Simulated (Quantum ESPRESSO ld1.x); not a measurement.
The nuclear charge of neutral promethium is varied continuously with 61 electrons held in [Xe] 4f5 6s2. Method: Dirac Kohn-Sham, PBEsol, spin-unpolarised, spherical densities, point nucleus; open shells fill j = l - 1/2 first; computed with ld1.x of Quantum ESPRESSO 7.5. By the Hellmann-Feynman theorem dE/dZ = E(electron-nucleus)/Z, the electronic potential at the nucleus.

| Z | E (hartree) | E(electron-nucleus)/Z (hartree) | HOMO | e(HOMO) (eV) | <r> HOMO (bohr) |
|---|---|---|---|---|---|
| 61 | -10023.57 | -402.143 | 4f5/2 | -2.280 | 1.063 |
| 61.25 | -10124.41 | -404.561 | 6s1/2 | -4.989 | 4.135 |
| 61.5 | -10225.85 | -406.976 | 6s1/2 | -6.546 | 3.942 |
| 61.75 | -10327.90 | -409.389 | 6s1/2 | -8.213 | 3.775 |
| 62 | -10430.55 | -411.802 | 6s1/2 | -9.980 | 3.629 |

 No converged solution with all levels bound was reached at Z = 60.5, 60.75.
